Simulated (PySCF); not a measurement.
Compound: C₂H₁₀N₂OSi₃.
Atom-mapped SMILES: `[NH2:1][SiH2:2][O:3][Si@@H:4]1[CH:5]=[CH:6][SiH2:7][NH:8]1`

Definitions: NICS(0) = −σiso at the ring centroid; NICS(1) = −σiso and NICS(1)zz = −σzz at ±1 Å along the ring normal z. Level: GIAO PBE0/pcSseg-1 (PySCF, non-relativistic, gas phase) on the GFN2-xTB geometry, one conformer.

Ring bond lengths (Å), with Mayer bond orders in brackets: Si4–C5 1.880 (0.86), C5–C6 1.331 (1.93), C6–Si7 1.882 (0.89), Si7–N8 1.730 (0.98), N8–Si4 1.731 (0.94).

Task: Give the NICS values of each ring in ppm.

Result: 
```
            ring                                                              type  NICS(0)  NICS(1), two faces  NICS(1)zz, two faces  rms pucker (Å)  centre to ring atoms, mean (Å)
Si4–C5–C6–Si7–N8  5-membered ring with N and 2 Si; formal bonds 1 double, 4 single     -3.4         -2.6 / -3.3           -0.8 / -2.4            0.01                            1.45
```

Task: What do they say, and how far can they be read as aromaticity?

Result: 
- Si4–C5–C6–Si7–N8: mean NICS(1)zz -1.6 ppm, near zero. Si4, Si7 have four or more neighbours, and the NICS criterion for π rings isn't applied.

Task: What field does 14.1 T along the ring normal induce along that normal at the first NICS(1) probe listed for ring Si4–C5–C6–Si7–N8, 1 Å off the ring?

Result: NICSzz × B0 = -0.8 ppm × 14.1 T = -11 μT, against the applied field.

Task: List the ring angles and the Hirshfeld charges of the ring atoms.

Result: 
- Si4–C5–C6–Si7–N8: Si4 95.8° (+0.437 e), C5 115.5° (-0.134 e), C6 115.6° (-0.129 e), Si7 95.8° (+0.368 e), N8 117.2° (-0.335 e); sum 540.0° against 540° for a flat convex ring.

Task: What are the shieldings of the ring atoms and their hydrogens in the same run (means over atoms taken as equivalent)?

Result: 
```tsv
atoms	environment	σ isotropic (ppm)	principal values of the symmetric part, first atom (ppm)
Si4	oxygen-bound silicon	378.0	345.5, 382.3, 406.3
C5	alkene CH carbon	28.2	-89.8, 2.0, 172.4
C6	alkene CH carbon	31.5	-87.9, 10.2, 172.2
Si7	SiH2 silicon	384.7	346.6, 362.8, 444.7
N8	nitrogen bridging silicon atoms	242.9	205.7, 246.3, 276.8
H on Si4	Si–H hydrogen	26.28	22.3, 24.6, 31.9
H on C5	vinylic hydrogen	24.31	22.2, 24.5, 26.2
H on C6	vinylic hydrogen	24.31	22.6, 24.4, 25.9
H on Si7	Si–H hydrogen	26.39	22.6, 24.5, 32.1
H on Si7	Si–H hydrogen	26.55	22.7, 24.4, 32.6
H on N8	N–H hydrogen	31.22	23.0, 28.3, 42.3
```
